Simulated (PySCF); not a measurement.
CH₄BrFOSi, SMILES C[Si](O)(F)Br. Coordinates come from a PBE0-D3(BJ)/def2-SVP optimisation. The structure was generated by enumeration, and PubChem lists no compound with its InChIKey, so it may never have been made. The values are those of a single conformer.

Computed equilibrium geometry at PBE0-D3(BJ)/def2-SVP (PySCF confirms it by a frequency run) as a Z-matrix (one conformer of several):
```
Si
F 1 1.6199
O 1 1.6415 2 109.42
H 3 0.9622 1 118.11 2 -65.77
C 1 1.8392 2 110.41 3 120.85
H 5 1.0995 1 110.43 2 56.95
H 5 1.0995 6 108.66 1 -121.21
H 5 1.1007 6 108.76 7 -118.10
Br 1 2.2212 2 105.19 3 -118.44
```
Charge 0, spin multiplicity 1.
